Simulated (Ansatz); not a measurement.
Basis sets compared for PSbSbSb tetrahedron (Sb₃P). Charge 0, multiplicity 1. Geometry r2SCAN-D4/def2-SVP. Ansatz on 2 threads of Arm Neoverse V1 on a shared host; times are rough, and most runs start from earlier orbitals.

```csv
atom,x (Å),y (Å),z (Å)
P1,-1.2734,-0.4293,0.6443
Sb2,-0.3769,1.3092,-1.0218
Sb3,0.5899,-1.3372,-0.8741
Sb4,1.0604,0.4573,1.2516
```

In the def2 sets Sb takes a core potential; there is no spin–orbit coupling.

Binding counts from free atoms (P quartet, Sb quartet) in the same basis, without a counterpoise term.

```json
{"level": "PBE-D4/def2-SVP", "functions": "96", "energy (Eh)": "-1061.9676", "HOMO (eV)": "-5.57", "LUMO (eV)": "-2.11", "binding per atom (eV)": "2.55", "wall time": "1.6 s"}
{"level": "PBE0-D4/def2-SVP", "functions": "96", "energy (Eh)": "-1062.0166", "HOMO (eV)": "-6.45", "LUMO (eV)": "-1.52", "binding per atom (eV)": "2.32", "wall time": "2.9 s"}
```

Task: Estimate the rows for PBE-D4/def2-TZVP, PBE0-D4/def2-TZVP (with forces).

Result: 
```json
{"level": "PBE-D4/def2-TZVP", "functions": "187", "energy (Eh)": "-1062.1128", "HOMO (eV)": "-5.57", "LUMO (eV)": "-2.19", "binding per atom (eV)": "2.64", "wall time": "3.4 s"}
{"level": "PBE0-D4/def2-TZVP (with forces)", "functions": "187", "energy (Eh)": "-1062.1598", "HOMO (eV)": "-6.42", "LUMO (eV)": "-1.57", "binding per atom (eV)": "2.42", "wall time": "9.5 s"}
```
